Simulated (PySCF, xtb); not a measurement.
1,1-dichloroprop-1-ene (C3H4Cl2), SMILES CC=C(Cl)Cl.

GFN2-xTB (xtb) at its own geometry gives an orbital gap of 4.47 eV and a dipole moment of 2.18 D.

Coordinates come from a B3LYP-D3(BJ)/def2-SVP optimisation.

**Question.** What does PySCF with PBE0/def2-TZVP give? (An estimate is asked for; the answer gives what the named calculation found.)

**Answer.** gap 6.87 eV (levels -7.18 and -0.31 eV), dipole 1.94 D.
